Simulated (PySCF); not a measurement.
**How methods differ on the ionisation energy of Re⁺**

Re⁺ [Xe] 4f14 5d5 6s1 (7S) → Re²⁺ [Xe] 4f14 5d5 (6S), as a difference of total energies. Computed with PySCF 2.14 in aug-cc-pwCVDZ-PP with ECP60MDF (6s6p5d3f, 70 functions), with a scalar-relativistic core potential. Correlated levels: valence: 5s2 5p6 frozen. The calculations carry no spin-orbit coupling.

| method | ionisation energy (eV) |
| --- | --- |
| UHF | 15.738 |
| MP2 (valence) | 16.322 |
| SCS-MP2 (valence) | 15.932 |
| CCSD (valence) | 16.360 |
| CCSD(T) (valence) | 16.375 |

Q: How much does correlation contribute at CCSD(T) (valence)?

A: 16.375 − (15.738) = 0.637 eV, measured against UHF.

Errors of the correlated levels include the incompleteness of this basis and the frozen core.

For comparison: 16.6 ± 0.5 eV (semi-empirical (NIST evaluation); NIST Atomic Spectra Database, ionization energies).
